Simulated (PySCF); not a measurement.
In(Me)2 (C₂H₆In), SMILES [CH3][In][CH3], multiplicity 2. Atoms are numbered in the order given.

```xyz
9

In     0.0000     0.0000     0.3286
C      1.8881    -0.0012    -0.8242
H      1.9605     0.9515    -1.3732
H      2.7680    -0.1150    -0.1775
H      1.8567    -0.8259    -1.5540
C     -1.8881     0.0012    -0.8242
H     -1.8567     0.8259    -1.5540
H     -1.9605    -0.9515    -1.3732
H     -2.7680     0.1150    -0.1775
```
Charge 0, spin multiplicity 2.

Geometry optimised at PBE0-D3(BJ)/def2-SVP. The spin state was assumed, not searched. The isomer is the one that the SMILES or the coordinates give; other isomers of the formula were not compared. The def2 effective core potentials stand for the cores of In; spin–orbit coupling is left out.

Method: PBE/def2-TZVPD run with PySCF.

Mulliken values depend strongly on the basis, most of all with diffuse functions as here. ESP charges are fitted to the potential on shells at 1.4 to 2.0 van der Waals radii. Atomic charges (e):

```json
[
 {"atom": "In1", "ESP fit": "[?]", "Mulliken": "0.59", "Mulliken spin": "0.65"},
 {"atom": "C2", "ESP fit": "[?]", "Mulliken": "-0.95", "Mulliken spin": "0.18"},
 {"atom": "H3", "ESP fit": "[?]", "Mulliken": "0.21", "Mulliken spin": "0.00"},
 {"atom": "H4", "ESP fit": "[?]", "Mulliken": "0.23", "Mulliken spin": "-0.01"},
 {"atom": "H5", "ESP fit": "[?]", "Mulliken": "0.21", "Mulliken spin": "0.00"},
 {"atom": "C6", "ESP fit": "[?]", "Mulliken": "-0.95", "Mulliken spin": "0.18"},
 {"atom": "H7", "ESP fit": "[?]", "Mulliken": "0.21", "Mulliken spin": "0.00"},
 {"atom": "H8", "ESP fit": "[?]", "Mulliken": "0.21", "Mulliken spin": "0.00"},
 {"atom": "H9", "ESP fit": "[?]", "Mulliken": "0.23", "Mulliken spin": "-0.01"}
]
```

Task: Fill in the missing entries. (The exact figures need the calculation; the answer reports its results.)

Result: 
- In1, ESP fit: 0.05
- C2, ESP fit: 0.01
- H3, ESP fit: 0.01
- H4, ESP fit: -0.05
- H5, ESP fit: 0.01
- C6, ESP fit: 0.01
- H7, ESP fit: 0.01
- H8, ESP fit: 0.01
- H9, ESP fit: -0.05
